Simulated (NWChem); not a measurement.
# Correlation energy of hydrogen selenide (H2Se)

```
Se
H 1 1.4692
H 1 1.4692 2 91.26
```
Charge 0, spin multiplicity 1.

Program: NWChem. Structure: optimised with PBE0/def2-SVP, a minimum by its harmonic frequencies.

Basis set: 3-21G. Each correlation energy counts from its own Hartree-Fock reference.

The Hamiltonian is non-relativistic. The correlated methods keep 9 core orbitals frozen. Coupled-cluster values serve here as a point of comparison, not as the truth.

Q: For the correlation energy, CCSD+T(CCSD) gives -70.7 mHa and CR-CCSD[T] gives -70.6 mHa. What do CCSD, SCS-MP2, MP2 give?

A: CCSD: -70.2 mHa; SCS-MP2: -59.4 mHa; MP2: -53.9 mHa.
